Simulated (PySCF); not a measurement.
C₃H₆FNSi, SMILES C([SiH2]F)CC#N. Coordinates come from a PBE-D3(BJ)/def2-SVP optimisation. This is a generated structure with no PubChem entry under its InChIKey; it may be hypothetical. Other conformers were not sampled.

Computed equilibrium geometry at PBE-D3(BJ)/def2-SVP (PySCF confirms it by a frequency run) as a Z-matrix (one conformer of several):
```
C
H 1 1.1103
H 1 1.1107 2 106.42
C 1 1.5442 2 110.21 3 117.80
H 4 1.1113 1 110.79 2 -57.99
H 4 1.1119 5 105.98 1 120.00
C 4 1.4654 5 107.93 6 115.20
N 7 1.1713 6 150.07 4 177.04
Si 1 1.8931 2 108.71 3 -115.29
F 9 1.6427 1 107.09 2 69.04
H 9 1.4978 10 108.21 1 121.15
H 9 1.5031 11 111.16 10 -118.83
```
Charge 0, spin multiplicity 1.
